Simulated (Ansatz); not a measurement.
`[CH3][GeH2][NH][SiH3]` + `C[SeH]` → `[CH3][GeH2][Se]C` + `N[SiH3]` at 400 K and 1 bar (ligand exchange at a Ge–N bond).

Calculated with Ansatz (gas phase, PBE0-D4/def2-TZVP geometries, no zero-point term in ΔE). CBS: MP2 limit from def2 TZ/QZ plus the TZ coupled-cluster correction, frozen cores. This one scheme is used for every species. For Ge, Se outer-core shells are correlated without core-valence functions, which leaves a few kJ/mol of doubt a bond. Scalar relativity is left out up to krypton. Each species was taken in one conformer, which may not be the lowest.

```tsv
species	CCSD(T)/CBS energy (Eh)	H − E (kJ/mol)	S (J/(mol·K))
`[CH3][GeH2][NH][SiH3]`	-2463.39526	283.3	423.0
`C[SeH]`	-2441.15625	135.4	284.5
`[CH3][GeH2][Se]C`	-4557.76484	273.9	416.8
`N[SiH3]`	-346.80422	153.0	285.3
```

H − E and S are ideal-gas, rigid-rotor, harmonic terms from PBE0-D4/def2-TZVP, for one conformer and one mirror image of each species. 1 Eh = 2625.50 kJ/mol, R = 8.31446 J/(mol·K).

**Question.** By hand: ΔE, ΔH, ΔS and ΔG.

**Answer.** ΔE = (-4557.76484) + (-346.80422) − (-2463.39526) − (-2441.15625) = -0.01755 Eh = -46.1 kJ/mol. Δ(H − E) = 273.9 + 153.0 − 283.3 − 135.4 = 8.2, so ΔH = -37.9 kJ/mol. ΔS = 416.8 + 285.3 − 423.0 − 284.5 = -5.4 J/(mol·K). ΔG = -37.9 − 400 × (-5.4)/1000 = -35.7 kJ/mol.

**Question.** By hand: the equilibrium constant, and the temperature at which ΔG would vanish if ΔH and ΔS stayed fixed.

**Answer.** log₁₀ K = −ΔG/(RT ln 10) = 4.7. ΔG = 0 at ΔH/ΔS = 7019 K, far beyond where these terms or the molecules hold.

The number of gas molecules stays the same, so ΔS is small and ΔH decides. A doubt of 5 kJ/mol in ΔE shifts log₁₀ K by 0.7 here. Other conformers and mirror images would add mixing entropy, several J/(mol·K) or more a flexible species. Modes under 60 cm⁻¹, often nearly free rotors, make the harmonic entropy too high. These are equilibria of isolated gas molecules and say nothing of rates. Largest T1 diagnostic: 0.011 (customary marks: 0.02 for closed shells, 0.045 for open ones).
